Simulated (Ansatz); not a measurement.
```yaml
crystal:
  periodic: [false, false, false]
  atoms:
    - {symbol: Be, position_ang: [-0.352588, 0.398715, 0.879670]}
    - {symbol: Be, position_ang: [0.354712, -0.397987, -0.879141]}
    - {symbol: S, position_ang: [-0.311046, 1.418998, -0.767849]}
    - {symbol: S, position_ang: [0.308923, -1.419727, 0.767330]}
basis:
  gaussian: {orbitals: def2-SVPD, point_charges: [{charge: 2.00, position_ang: [3.948, -0.436, 0.018]}]}
total_charge: 2
hamiltonian: {xc: {name: r2SCANh}}
scf: {omitted_lower_state_checks: [starts]}
output: {forces: true}
```

```sh
$ ansatz run in.yaml --threads 4 --pin off --events-out ev --progress --plain --max-ram 3916MiB
```

Output, abridged:

```
Functional definition: r2SCANh
798 factors; integrals over basis functions are off by at most 1.9e-4 eV
mean field evaluation 1: about -22421.7271 eV, gradient 4.4e1 eV
mean field evaluation 2: about -22394.6539 eV, gradient 8.4e1 eV
mean field evaluation 4: about -22425.0772 eV, gradient 2.8e1 eV
mean field evaluation 8: about -22428.5526 eV, gradient 7.4e-1 eV
mean field evaluation 16: about -22428.6072 eV, gradient 7.2e-4 eV
mean field -22428.60721443 eV, -824.2361124742 hartree, gradient 3.8e-5 eV, S^2 0.000000; 0 other end points of the search recorded, 0 dependent functions left out
reference -22428.60724824 eV, -824.2361137166 hartree; 19, 19 occupied and 59, 59 virtual orbitals, 798 factors
Total energy: -22428.60724824 eV, -824.2361137166 hartree
Atom 0 at    -0.352588     0.398715     0.879670 Å, force    -1.803222     0.880246     2.704736 eV/Å
Atom 1 at     0.354712    -0.397987    -0.879141 Å, force    -0.485445    -1.279516    -2.148089 eV/Å
Atom 2 at    -0.311046     1.418998    -0.767849 Å, force    -0.411257     1.930054    -1.225381 eV/Å
Atom 3 at     0.308923    -1.419727     0.767330 Å, force     0.482857    -1.276859     0.477859 eV/Å
Dipole moment:    -0.740591     0.304925    -0.052601 e Å
Checks for a lower state left out: starts
```

Run time 1.6 s (4 threads of Arm Neoverse V1 on a shared host).

The dipole of an ion depends on the origin.
